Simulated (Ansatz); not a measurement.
Consider the formal exchange of groups at the Al–Ge bond: `[F][GeH2][AlH2]` + `OB[SiH3]` → `OB[SiH2][AlH2]` + `[F][GeH3]`.

Program: Ansatz. Geometries: PBE0-D4/def2-TZVP. ΔE: electronic, gas phase. CBS: MP2 limit from def2 TZ/QZ plus the TZ coupled-cluster correction, frozen cores. Functionals use def2-TZVPP. HSE06 is defined as in plane-wave codes. For Ge outer-core shells are correlated without core-valence functions, which leaves a few kJ/mol of doubt a bond. Scalar relativity is left out up to krypton. One conformer a species, not always the lowest.

`[F][GeH2][AlH2]`:

Cartesian coordinates in Å:
```
F 0.215 -2.241 0.051
Ge -0.320 -0.690 0.683
Al 0.408 1.089 -0.905
H -1.848 -0.849 0.855
H 0.296 -0.617 2.098
H 0.044 2.595 -0.562
H 1.206 0.714 -2.220
```

`OB[SiH3]`:

Cartesian coordinates in Å:
```
O -0.181 1.585 0.904
B -0.558 0.655 0.000
Si 0.563 -1.017 -0.236
H -0.771 2.343 0.948
H -1.558 0.838 -0.649
H 1.021 -1.116 -1.652
H -0.273 -2.222 0.035
H 1.758 -1.065 0.649
```

`OB[SiH2][AlH2]`:

Cartesian coordinates in Å:
```
O -1.987 -0.124 -1.286
B -1.410 -0.465 -0.111
Si -0.014 0.751 0.697
Al 2.190 -0.040 -0.034
H -2.614 -0.777 -1.609
H -1.697 -1.517 0.405
H -0.073 0.638 2.186
H -0.217 2.182 0.326
H 2.762 -1.419 0.514
H 3.060 0.771 -1.089
```

`[F][GeH3]`:

Z-matrix (Å, degrees):
```
Ge
F 1 1.742
H 1 1.533 2 106.2
H 1 1.533 2 106.3 3 120.0
H 1 1.533 2 106.2 3 -120.0
```

| level | ΔE (kJ/mol) |
| --- | --- |
| HSE06-D4 | 4.3 |
| CAM-B3LYP-D4 | 12.8 |
| PBE | 5.4 |
| BLYP | 14.7 |
| SCS-MP2/def2-TZVPP | 10.4 |
| CCSD(T)/def2-TZVPP | 7.3 |
| MP2/def2-QZVPP | 9.0 |
| SCS-MP2/def2-QZVPP | 11.1 |

Task: What does CCSD(T)/CBS give? (Estimate.)

Result: The calculation gave: +9.6 kJ/mol. The listed levels differ from it by -5.3, 3.2, -4.2, 5.1, 0.8, -2.3, -0.6, 1.5 kJ/mol.

Largest T1 diagnostic among the species: 0.015.

In def2-TZVPP, CCSD(T) changes the Hartree–Fock value by −8.0 kJ/mol (the triples alone add −2.0 kJ/mol) and MP2 by −7.5 kJ/mol. At CCSD(T), def2-SVP lies −7.1 kJ/mol from the extrapolated value and def2-TZVPP −2.3 kJ/mol.
